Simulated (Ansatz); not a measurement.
A nudged elastic band was laid between two geometries of ClGaH$_{2}$ (4 atoms, charge 0, multiplicity 1).

Method: Ansatz 0.2.0, RKS PBE/def2-SVP.

```yaml
movable_images: 5
climbing_image: yes
spring: 5.0 eV/Å²
optimiser: quadratic models (default)
start_path: through a guess of the saddle point
force_threshold: 0.05 eV/Å
iteration_limit: 60
end_points: relaxed
```

Initial state:

```xyz
4
Properties=species:S:1:pos:R:3
Ga 0.454 0.000 0.074
Cl 0.822 0.000 2.215
H 1.743 0.000 -0.821
H -1.060 0.000 -0.338
```

Final state:

```xyz
4
Properties=species:S:1:pos:R:3
Ga 0.084 0.000 -0.864
Cl 1.586 0.000 1.867
H 1.820 0.000 0.548
H -1.532 0.000 -0.420
```

Question: What changes between the two ends?

Answer: Bonds broken: Ga1–Cl2, Ga1–H3. Bonds formed: Cl2–H3. ClGaH2 becomes ClH + GaH.

Question: What energy profile does the band end with?

Answer: The run converged. The highest image is number 4 of 0 to 6, 47.0 kcal/mol above the first end and 4.5 kcal/mol above the last; the last end lies 42.5 kcal/mol above the first. A vibrational analysis at the climbing image gives one clearly imaginary mode, 715i cm⁻¹: a first-order saddle point. The orbitals stay closed-shell, which can raise the energy where a bond breaks towards radicals; this wasn't checked here.

```csv
image,path coordinate (Å),energy (kcal/mol),Ga1–Cl2 (Å),Ga1–H3 (Å),Cl2–H3 (Å)
0,0.00,0.0,2.17,1.57,3.17
1,0.36,4.4,2.18,1.55,2.79
2,0.72,18.7,2.24,1.54,2.39
3,1.09,38.4,2.40,1.56,2.02
4,1.45,47.0,2.60,1.68,1.67
5,1.78,43.6,2.83,1.96,1.40
6,2.11,42.5,3.12,2.24,1.34
```

Question: What is the geometry of the highest image?

Answer: 
```xyz
4
Properties=species:S:1:pos:R:3
Ga 0.250 0.000 -0.563
Cl 1.305 0.000 1.812
H 1.745 0.000 0.205
H -1.342 0.000 -0.324
```

Question: What are the harmonic wavenumbers there?

Answer: 715i, 273, 522, 530, 1486, 1786 cm⁻¹.

The run took 47 s on 1 thread of Arm Neoverse V1, with other jobs on the host, peak memory 0.1 GiB.
